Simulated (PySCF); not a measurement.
**Deuteron quadrupole couplings in `C=C1C=CC=C1NC=O`**

Compound: C7H7NO.
Geometry (GFN2-xTB, Å), atoms numbered from 1 in this order:
```
atom  x, y, z in Å
C1     0.5619    2.1713   -0.2359
C2     0.7697    0.8723   -0.0230
C3     2.0522    0.2233    0.2392
C4     1.8347   -1.0938    0.3971
C5     0.4178   -1.3804    0.2496
C6    -0.2265   -0.2202    0.0001
N7    -1.5793    0.0073   -0.2106
C8    -2.5505   -0.9395   -0.2029
O9    -2.3968   -2.1178   -0.0162
H10    1.3791    2.8729   -0.2270
H11   -0.4145    2.5888   -0.4250
H12    2.9853    0.7506    0.2885
H13    2.5711   -1.8493    0.6021
H14   -0.0241   -2.3538    0.3293
H15   -1.8439    0.9666   -0.3814
H16   -3.5438   -0.4894   -0.3955
```

Level: PBE0/pcSseg-1 (PySCF, non-relativistic); Q(2H) = 0.00286 b; rigid geometry, the same for H and D, with no vibrational averaging.

Question: Rank these positions by the coupling χzz of a deuteron there, largest first.
A. H12 (vinylic hydrogen)
B. H10 (vinylic hydrogen)
C. H16 (formyl hydrogen)
D. H15 (amide N–H hydrogen)

Answer: D (268 kHz), A (233 kHz), B (224 kHz), C (181 kHz).

Question: What are Vzz, η and χzz (234.96 MHz × Q × Vzz) at all hydrogens?

Answer: 
| atom | bonded to | bond length (Å) | Vzz (au) | η | χzz (kHz) |
| --- | --- | --- | --- | --- | --- |
| H10 | C1 | 1.077 | 0.3336 | 0.04 | 224 |
| H11 | C1 | 1.079 | 0.3339 | 0.06 | 224 |
| H12 | C3 | 1.073 | 0.3465 | 0.08 | 233 |
| H13 | C4 | 1.075 | 0.3394 | 0.04 | 228 |
| H14 | C5 | 1.072 | 0.3391 | 0.04 | 228 |
| H15 | N7 | 1.010 | 0.3982 | 0.20 | 268 |
| H16 | C8 | 1.107 | 0.2697 | 0.08 | 181 |

Question: Average by the element that carries the hydrogen.

Answer: on C: 220 kHz over 6 positions, mean bond length 1.080 Å; on N: 268 kHz over 1 position, mean bond length 1.010 Å.

Question: How does χzz go with the bond length over the 6 C–H bonds?

Answer: A straight-line fit has a slope of -14.1 kHz for each 0.01 Å, with a correlation coefficient of -0.99, over lengths from 1.072 to 1.107 Å. The longer bonds have the smaller couplings here.

Geometry: GFN2-xTB, one conformer, isolated molecule. GFN2-xTB bond lengths can be off by several hundredths of an ångström, more for odd bonds, and the gradients follow them. With a basis this small, the couplings can be 20 % off.
